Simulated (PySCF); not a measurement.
Species: C6H10ClNSi.
Numbering: `[N:1]#[C:2][CH2:3][Si@H:4]([Cl:5])[CH2:6][CH:7]1[CH2:8][CH2:9]1`

NICS = −σ at a ghost point: NICS(0) at the centroid of the ring atoms, NICS(1) 1 Å to either side along the normal of their mean plane, zz for the tensor component along that normal. Level: GIAO PBE0/pcSseg-1 (PySCF, non-relativistic, gas phase) on the GFN2-xTB geometry, one conformer.

Ring bond lengths (Å), with Mayer bond orders in brackets: C7–C8 1.498 (0.95), C8–C9 1.500 (0.97), C9–C7 1.499 (0.97).

Q: What do the NICS probes read (ppm)?

A: 
| ring | type | NICS(0) | NICS(1), two faces | NICS(1)zz, two faces | rms pucker (Å) | centre to ring atoms, mean (Å) |
| --- | --- | --- | --- | --- | --- | --- |
| C7–C8–C9 | 3-membered carbocycle; formal bonds all single | -44.3 | -8.5 / -8.7 | -20.8 / -23.3 | 0.00 | 0.87 |

Q: What can be read from them?

A: 
- C7–C8–C9: mean NICS(1)zz -22.1 ppm, shielded. C7, C8, C9 have four or more neighbours, so the value isn't read as a sign of a π ring current. NICS(0) lies 36 ppm below the mean NICS(1).

Q: What are the shieldings of the ring atoms and their hydrogens in the same run (means over atoms taken as equivalent)?

A: 
| atoms | environment | σ isotropic (ppm) | principal values of the symmetric part, first atom (ppm) |
| --- | --- | --- | --- |
| C7 | three-membered-ring carbon | 180.0 | 154.0, 167.1, 218.9 |
| C8 | three-membered-ring carbon | 180.2 | 149.1, 177.7, 213.7 |
| C9 | three-membered-ring carbon | 178.6 | 143.5, 175.9, 216.4 |
| H on C7 | methine hydrogen | 30.65 | 22.8, 29.6, 39.6 |
| H on C8 | methylene hydrogen | 31.16 | 26.1, 26.3, 41.0 |
| H on C8 | methylene hydrogen | 31.33 | 26.0, 29.1, 38.9 |
| H on C9 | methylene hydrogen | 31.07 | 24.8, 26.8, 41.6 |
| H on C9 | methylene hydrogen | 31.67 | 25.4, 29.3, 40.3 |

Conformer computed: `[N:1]#[C:2][CH2:3][Si@H:4]([Cl:5])[CH2:6][CH:7]1[CH2:8][CH2:9]1`: C2–C3–Si4–Cl5 167°, C3–Si4–C6–C7 42°, Si4–C6–C7–C8 79°.
